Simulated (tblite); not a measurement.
Species: CH9FNSi4 (doublet state).
SMILES with atom numbers: `[F:1][SiH2:2][Si@@H:3]1[CH:4][SiH2:5][N:6]1[SiH3:7]` (hydrogens: H8, H9 on Si2; H10 on Si3; H11 on C4; H12, H13 on Si5; H14, H15, H16 on Si7)

Cartesian coordinates in Å at the GFN2-xTB level; atoms count from 1:
```xyz
16
CH9FNSi4 angstrom
F      3.7517   -0.4290    0.7473
Si     2.3902    0.3928    1.0534
Si     0.7428   -0.7842   -0.0305
C      0.3261   -0.3666   -1.7984
Si    -1.3636    0.2880   -1.3367
N     -0.8595   -0.0989    0.3057
Si    -1.7260    0.0301    1.7860
H      2.3680    0.4188    2.5158
H      2.7244    1.7348    0.5753
H      0.7557   -2.2338    0.2586
H      0.8781   -0.3800   -2.7232
H     -2.5180   -0.4989   -1.7751
H     -1.6214    1.7206   -1.4967
H     -2.4358   -1.2193    2.0900
H     -2.6796    1.1309    1.6453
H     -0.7408    0.3035    2.8395
```

Computed geometry: GFN2-xTB, gas phase. This method treats the open shell by occupation alone, without spin polarisation.

Masses are those of the commonest isotopes; rigid-rotor values at the optimised geometry. The values belong to one conformer with, in the numbering `[F:1][SiH2:2][Si@@H:3]1[CH:4][SiH2:5][N:6]1[SiH3:7]`, F1–Si2–Si3–C4 -90°.

(1) Give the principal moments of inertia and the rotational constants in MHz.

(2) What kind of rotor is it?

(3) What does the inertial defect say?

(4) Give the other two planar moments, Paa and Pbb, and the rms extents of the mass along the axes.

(5) Estimate the classical rotational partition function at 25 K, 50 K and 100 K.

Results:

(1) Ia = 276.09, Ib = 656.32, Ic = 851.73 u·Å²; 505379 MHz·u·Å²/I gives A = 1830, B = 770.0, C = 593.4 MHz.

(2) An asymmetric top: κ = (2 × 770.0 − 1830 − 593.4)/(1830 − 593.4) = -0.71.

(3) Not planar: Δ = Ic − Ia − Ib = -80.68 u·Å². For a rigid frame Δ = −2 Σ m c², so Σ m c² = 40.34 u·Å² lies off the ab plane: 14.87 from hydrogen and 25.47 from heavier atoms. The atom farthest from that plane is 2.12 Å away.

(4) Paa = Σ m a² = (Ib + Ic − Ia)/2 = 615.98 and Pbb = Σ m b² = (Ia + Ic − Ib)/2 = 235.75 u·Å². With the mass M = 165.98 u, the rms extents √(P/M) along a, b and c are 1.93, 1.19, 0.49 Å.

(5) Point group C1, symmetry number σ = 1; q = (√π/σ)·√((kT/h)³/(ABC)), k/h = 20836.6 MHz/K: 23000 at 25 K, 65200 at 50 K, 184000 at 100 K.

For this open shell read J as N, the rotation without spin; fine and hyperfine splittings come on top. Its GFN2-xTB frequencies are all real (lowest 27 cm⁻¹). Constants of a rigid frame at the computed geometry: no zero-point averaging, no centrifugal distortion.

The run took 0.67 s wall on one thread of an Arm Neoverse V2, no GPU, shared host with 96 logical CPUs at a one-minute load of 27. This is the geometry optimisation.
